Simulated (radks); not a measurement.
Values are calculated unless marked as measured or tabulated.
The praseodymium ion Pr0.6+, 58.4 electrons, occupied as [Kr] 4d10 4f3 5s1.4 5p6 6s2 (fractional occupations, a model configuration). Level of theory: Dirac Kohn-Sham, PBE, spin-unpolarised, spherical densities, point nucleus; open shells are shared between the two j in proportion to 2j + 1 (a radial shooting solver on a logarithmic mesh with Libxc functionals).

Spin-orbit splittings of the eigenvalues, e(l+1/2) - e(l-1/2), with zeta = 2 splitting/(2l+1) and mean radii in bohr:

shell  occ.  splitting (eV)  zeta (eV)  <r> j=l-1/2  <r> j=l+1/2
2p        6           482.3      321.5      0.08605      0.09236
3p        6           95.56      63.70       0.2617       0.2740
3d       10           20.59      8.238       0.2452       0.2491
4p        6           20.55      13.70       0.6404       0.6682
4d       10           3.605      1.442       0.7216       0.7315
4f        3          0.3559     0.1017        1.113        1.129
5p        6           2.892      1.928        1.681        1.765
